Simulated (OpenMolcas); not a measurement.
## Cl2+: effect of the basis set

```json
{
  "Program": "OpenMolcas",
  "Method": "XMS-RASPT2, IPEA 0.25 Eh, imaginary shift 0.1 Eh (closed shells correlated: 2s 2p)",
  "Active space": "5 electrons in 9 orbitals (RAS2 3s 3p; RAS3 3d, at most 2 electrons)",
  "State averaging": "2S+1 = 4 odd, 1 root; 2S+1 = 2 odd, 11 roots; 2S+1 = 4 even, 3 roots; 2S+1 = 2 even, 9 roots",
  "Spin-orbit coupling": "RASSI with atomic mean-field integrals over the reference wave functions, term energies averaged over their components"
}
```

A. ANO-RCC-VTZP [5s4p2d1f], DKH2, point nucleus; CASPT2 step roughly 14 core-seconds
B. ANO-R2 [5s4p3d1f], X2C, finite nucleus; CASPT2 step roughly 21 core-seconds
C. ANO-RCC-VQZP [6s5p3d2f1g], DKH2, point nucleus; CASPT2 step roughly 22 core-seconds

Energies in eV above 3s² 3p³ ⁴S°_3/2, the measured ground level; measured values from Moore, Atomic Energy Levels, vol. I, NSRDS-NBS 35 (1971 reprint of NBS Circular 467, 1949).

```json
{"Level": "3s² 3p³ ⁴S°_3/2", "A": "0.0000", "B": "0.0000", "C": "0.0000", "Measured": "0.0000"}
{"Level": "3s² 3p³ ²D°_3/2", "A": "2.321", "B": "2.319", "C": "2.259", "Measured": "2.2383"}
{"Level": "3s² 3p³ ²D°_5/2", "A": "2.328", "B": "2.325", "C": "2.266", "Measured": "2.2466"}
{"Level": "3s² 3p³ ²P°_1/2", "A": "3.849", "B": "3.852", "C": "3.782", "Measured": "3.6962"}
{"Level": "3s² 3p³ ²P°_3/2", "A": "3.855", "B": "3.859", "C": "3.789", "Measured": "3.7080"}
{"Level": "3s 3p⁴ ⁴P_5/2", "A": "12.235", "B": "12.181", "C": "12.223", "Measured": "12.2149"}
{"Level": "3s 3p⁴ ⁴P_3/2", "A": "12.304", "B": "12.249", "C": "12.292", "Measured": "12.2906"}
{"Level": "3s 3p⁴ ⁴P_1/2", "A": "12.345", "B": "12.288", "C": "12.331", "Measured": "12.3333"}
{"Level": "3s 3p⁴ ²D_3/2", "A": "15.494", "B": "15.392", "C": "15.422", "Measured": ""}
{"Level": "3s 3p⁴ ²D_5/2", "A": "15.496", "B": "15.395", "C": "15.425", "Measured": ""}
```

Deviations, from unrounded energies. A percentage is the sum of absolute deviations over the sum of measured energies, with the sign that they share, or ± where signs differ.

| Against measurement | Levels | A | B | C |
| --- | --- | --- | --- | --- |
| mean absolute deviation (cm-1) | 7 | 590 | 680 | 250 |
| other terms of the ground configuration (%) | 4 | +3.9 | +3.9 | +1.7 |
| other configurations (%) | 3 | +0.1 | -0.3 | ±0.0 |

C lies closest to measurement on these levels and B furthest from it. The largest miss of C in the table is 3s² 3p³ ²P°_1/2, by +690 cm-1. The ranking rests on the paired levels alone, and a cruder setting can come out closer through cancelling errors.

Among A to C the level of the table that moves most is 3s 3p⁴ ²D_3/2, by 820 cm-1 (lowest in B, highest in A). Moves below CASPT2's spread within the term are not significant.

CASPT2 does not keep the components of a term degenerate, so their means are used; among the terms shown or strongly mixed into the levels shown the widest spread is 210 cm-1 (3s 3p⁴ ²D, B). The run also gave levels led by 3s² 3p² 3d, which use shells meant for correlation; these and all levels above them are left out. Some terms mix strongly with configurations of 3d, whose occupation reaches 0.30 (3s 3p⁴ ⁴P, 3s 3p⁴ ²D) (figures for A; the like holds for B, C). Computed and measured levels are paired by configuration, term and J; levels that our copy of the source lacks, or whose pairing is in doubt (as where it misses far off the trend of its configuration), stay unpaired and out of the deviations. Levels of configurations outside the active space are missing. Levels that lie high or do not pair safely by name in every column are left out.

° marks odd parity.
